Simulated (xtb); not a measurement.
Harmonic IR lines of one isomer of H5B3O, unscaled. All values below come from GFN2-xTB in xtb.

```
wavenumber (cm⁻¹)  relative intensity
-----------------  ------------------
270                                11
530                                18
697                                54
756                                11
781                                98
852                                48
1051                               63
1170                               36
1177                               11
1261                               49
2608                               79
2621                               29
2628                               43
2640                              100
3567                               12
```

Q: Identify which structure gives these lines.
(A) `BBOB`
(B) `BB(B)O`
(C) `BBBO`

A: B, `BB(B)O`
